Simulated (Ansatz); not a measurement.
A structure drawn as `C[Si]1(Cl)CN1`, with this starting geometry:

```xyz
11

C     1.323   -0.641    0.684
Si    0.240    0.585   -0.029
Cl    1.117    2.263   -0.640
C    -1.592    0.526   -0.249
N    -0.740   -0.061   -1.273
H     1.859   -0.261    1.564
H     1.990   -1.079    0.000
H     0.676   -1.474    1.114
H    -2.099    1.426   -0.381
H    -2.084   -0.224    0.436
H    -0.690   -1.060   -1.227
```

Charge 0, multiplicity 1.

(1) Does it keep its bonds when Ansatz relaxes it at PBE-D4/def2-SVP and then PBE0-D4/def2-TZVP?

(2) Give the relaxed structure. (An estimate is asked.)

Atoms count as bonded under 1.1 times the sum of their covalent radii (H–H under 0.85 Å, pairs among N, O and F under 1.55 Å), and a drawn bond as lost past 1.3 times.

Results:

(1) Yes, every drawn bond is still there and no new one forms.

(2) Ansatz gave: 
Z-matrix (Å, degrees):
```
C
Si 1 1.850
H 1 1.092 2 109.9
H 1 1.092 2 110.8 3 -120.4
H 1 1.092 2 110.4 3 120.0
Cl 2 2.046 1 109.5 3 177.1
C 2 1.820 1 123.4 3 21.4
N 2 1.693 1 123.7 3 -40.3
H 7 1.091 2 118.1 1 -2.1
H 7 1.088 2 124.3 1 151.2
H 8 1.007 2 132.3 1 -2.7
```
All modes are real.
